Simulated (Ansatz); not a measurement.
F3H3InN (`[NH3+][In-]([F])([F])[F]`). Total charge 0; spin multiplicity 1. In: def2 effective core potential.

```tsv
atom	x (Å)	y (Å)	z (Å)
N1	0.7651	0.7456	0.2508
In2	-0.8135	-0.7930	-0.2668
F3	-1.4758	-1.1044	1.5369
F4	-1.8791	0.3171	-1.4588
F5	0.3685	-2.1224	-1.0568
H6	1.6840	0.4164	-0.0274
H7	0.5769	1.6203	-0.2284
H8	0.7740	0.9206	1.2505
```

Task: List the harmonic frequencies (cm⁻¹, unscaled) at PBE0-D4/def2-TZVP in Ansatz. (Estimate.)

Result: The calculation gave: 65, 65, 108, 127, 127, 151, 355, 573, 592, 592, 617, 617, 1211, 1655, 1655, 3488, 3609, 3609.

Task: Is this a minimum?

Result: Yes, all 18 modes are real.

Task: Give the ideal-gas thermochemistry at 298.15 K and 1 bar (rigid rotor, harmonic oscillator; point group C3v, symmetry number 3).

Result: Zero-point energy 114.9 kJ/mol; H(298) − E = 139.3 kJ/mol; entropy 380.4 J/(mol·K), of which translation 174.2, rotation 105.8, vibration 100.4; G(298) − E = 25.9 kJ/mol. Modes under 100 cm⁻¹ are hindered rotations or soft bends, so the harmonic entropy is rough.
